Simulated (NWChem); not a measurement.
# C₃H₄O₂Si; SMILES O=C1C=C[SiH2]O1

```xyz
10

O     -0.3420    -2.3225     0.0000
C     -0.0988    -1.1437     0.0000
C      1.2727    -0.5305     0.0000
C      1.3267     0.8112     0.0000
Si    -0.4508     1.3943     0.0000
O     -1.0847    -0.1824     0.0000
H      2.1195    -1.2114     0.0000
H      2.2629     1.3607     0.0000
H     -0.8784     2.1299    -1.2136
H     -0.8784     2.1299     1.2136
```
Atoms are numbered in this order, from 1.

Program: NWChem. Pople sets run with spherical d functions. STO-3G and 3-21G are far too small for this property and stand as cheap habits. Coordinates come from a B3LYP/6-31G* (spherical d) optimisation. Field at 589 nm.

**Question.** Among these, which level gives the lowest value of “anisotropy (bohr³)”?
(A) B3LYP/6-31G*
(B) B3LYP/def2-SVP
(C) B3LYP/STO-3G

**Answer.** C, B3LYP/STO-3G. Values: B3LYP/STO-3G 32.9; B3LYP/def2-SVP 38.2; B3LYP/6-31G* 39.0
